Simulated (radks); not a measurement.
Correlation energies from several functionals, in hartree. Species: He [He]; Ca2+ [Ar]; Pb3+ [Xe] 4f14 5d10 6s1. Calculated with a radial shooting solver on a logarithmic mesh with Libxc functionals: non-relativistic Kohn-Sham, PBE, spin-polarised, spherical densities, point nucleus. Every spin shell is full or empty, so the densities are truly spherical. Functionals are evaluated on that one density, not self-consistently.

functional,He,Ca2+,Pb3+
PW92,-0.11173,-1.5128,-8.4093
Wigner,-0.095548,-0.94684,-4.2861
Chachiyo,-0.10869,-1.4869,-8.3196
PW91,-0.044958,-0.81191,-5.3119
OP (B88),-0.051122,-0.76809,-4.2827
revTPSS,-0.045420,-0.76067,-4.9845
B95,-0.041619,-0.87940,-6.1610
Tao-Mo,-0.028575,-0.68637,-4.8420
